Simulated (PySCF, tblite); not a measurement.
One entry of a table of gas-phase calculations, keyed by method. Lists by class give the value and the number of equivalent atoms.

```json
{
 "formula": "C6H10N2",
 "smiles": "C=C/C=N/N=C\\CC",
 "inchi": "InChI=1S/C6H10N2/c1-3-5-7-8-6-4-2/h3,5-6H,1,4H2,2H3/b7-5+,8-6-",
 "charge": 0,
 "multiplicity": 1,
 "geometry_level": "GFN2-xTB",
 "atoms_angstrom": [
  ["C", -3.848, -0.837, -0.231],
  ["C", -2.859, -0.461, 0.576],
  ["C", -1.708, 0.277, 0.129],
  ["N", -0.779, 0.567, 0.953],
  ["N", 0.223, 1.345, 0.809],
  ["C", 1.444, 1.12, 0.586],
  ["C", 2.056, -0.198, 0.212],
  ["C", 2.959, -0.063, -1.011],
  ["H", -4.696, -1.393, 0.126],
  ["H", -3.837, -0.598, -1.282],
  ["H", -2.875, -0.705, 1.629],
  ["H", -1.66, 0.56, -0.926],
  ["H", 2.107, 1.97, 0.676],
  ["H", 1.263, -0.925, 0.022],
  ["H", 2.649, -0.559, 1.059],
  ["H", 2.384, 0.26, -1.876],
  ["H", 3.425, -1.018, -1.243],
  ["H", 3.743, 0.667, -0.825]
 ],
 "electronic_structure_code": "PySCF",
 "results": {
  "GFN2-xTB geometry": {
   "point_group": "C1",
   "rotational_constants_GHz": [5.081, 0.817, 0.744]
  },
  "PBE0/pcSseg-1 ground state and GIAO shieldings, non-relativistic": {
   "dipole_D": 2.08,
   "homo_eV": -6.35,
   "lumo_eV": -1.01,
   "shift_vs_computed_TMS_C_by_class_ppm": [
    [145.7, 1],
    [130.6, 1],
    [130.1, 1],
    [124.4, 1],
    [24.1, 1],
    [14.2, 1]
   ],
   "shift_vs_computed_TMS_H_by_class_ppm": [
    [6.77, 1],
    [6.66, 1],
    [6.19, 1],
    [5.67, 1],
    [5.62, 1],
    [2.02, 2],
    [1.13, 3]
   ],
   "shielding_other_nuclei_by_class_ppm": [
    ["N", -129.3, 1],
    ["N", -120.2, 1]
   ],
   "charges_hirshfeld_e_by_atom": [-0.1, -0.05, 0.01, -0.07, -0.08, 0.03, -0.07, -0.11, 0.05, 0.04, 0.05, 0.04, 0.05, 0.04, 0.05, 0.04, 0.05, 0.04]
  },
  "GFN2-xTB harmonic vibrations, gas phase": {
   "strongest_ir_bands_cm-1_km_per_mol_modes": [
    [1093.1, 53.8, 1],
    [1651.4, 53.3, 1],
    [2914.1, 76.5, 1],
    [3034.4, 38.7, 1],
    [3048.2, 48.4, 1],
    [3135.3, 42.0, 1]
   ],
   "zpe_kcal_per_mol": 92.8
  }
 }
}
```

With B = h/(8π²I), that is 505.379 GHz u Å² over I, the principal moments of inertia are 99.5, 618.8 and 679.7 u Å² (most abundant isotopes); the inertial defect Ic − Ia − Ib is -38.6 u Å² (zero for a rigid planar frame, negative otherwise).

 NMR classes are plain means over equivalent atoms (diastereotopic ones count apart unless rotation or inversion swaps them), as if these changed places fast; in this geometry the members of some classes differ.

For the NMR shielding job (PBE0/pcSseg-1), the run took about 90 s of CPU time (grids of density and orbitals included) (one thread, shared machine).

Conformer computed: `[CH2:1]=[CH:2]/[CH:3]=[N:4]/[N:5]=[CH:6]\[CH2:7][CH3:8]`: C1–C2–C3–N4 -178°, C3–N4–N5–C6 -102°, N5–C6–C7–C8 130°.

One conformer stands for the species.
